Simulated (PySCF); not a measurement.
**Question.** Write Cartesian coordinates for InChI=1S/C7H12O2Si/c1-10(2,3)9-7-5-4-6-8-7/h4-6H,1-3H3 as optimised with PBE0-D3(BJ)/def2-SVP.

**Answer.** 
```
atom  x, y, z in Å
C1    -1.264   -0.402    1.787
Si2   -1.276    0.082   -0.018
C3    -1.335   -1.405   -1.147
C4    -2.630    1.305   -0.404
O5     0.148    0.974   -0.356
C6     1.400    0.587   -0.228
C7     2.581    1.243   -0.435
C8     3.607    0.289   -0.126
C9     2.978   -0.859    0.239
O10    1.626   -0.681    0.177
H11   -1.052    0.474    2.420
H12   -0.495   -1.163    1.986
H13   -2.242   -0.810    2.089
H14   -2.266   -1.974   -0.994
H15   -0.485   -2.075   -0.950
H16   -1.294   -1.096   -2.203
H17   -2.548    1.663   -1.441
H18   -2.576    2.178    0.265
H19   -3.621    0.840   -0.280
H20    2.690    2.272   -0.763
H21    4.682    0.445   -0.173
H22    3.318   -1.841    0.555
```

Any rigid rotation of these coordinates is as good. Atoms count from 1 in this order. The C–O distances run from 1.317 Å (O5–C6, drawn single) to 1.365 Å (C9–O10, aromatic), a spread of 0.048 Å. All 3 C–Si bonds measure 1.865 to 1.869 Å. The 5-membered ring C6–C7–C8–C9–O10 has internal angles of 105.4° to 110.6°; it is planar, 0.00 Å rms from its mean plane, widest ring torsion 0°. The 3 C–C bonds span 1.359 Å (C8–C9, aromatic) to 1.434 Å (C7–C8, aromatic), a spread of 0.075 Å.

Bonds between heavy atoms (Å): C1–Si2 1.869, Si2–C3 1.868, Si2–C4 1.865, Si2–O5 1.714, O5–C6 1.317, C6–C7 1.366, C7–C8 1.434, C8–C9 1.359, C9–O10 1.365, C6–O10 1.351.

Method used: PySCF, PBE0-D3(BJ)/def2-SVP geometry optimisation, gas phase.

Point group: near Cs, missed by 0.17 Å at most; the miss may be what the optimiser left on a soft mode. No PBE0-D3(BJ)/def2-SVP frequencies stand behind this structure, so it isn't proved a minimum. The numbers are those of one conformer (Si2–O5–C6–C7 -178°).
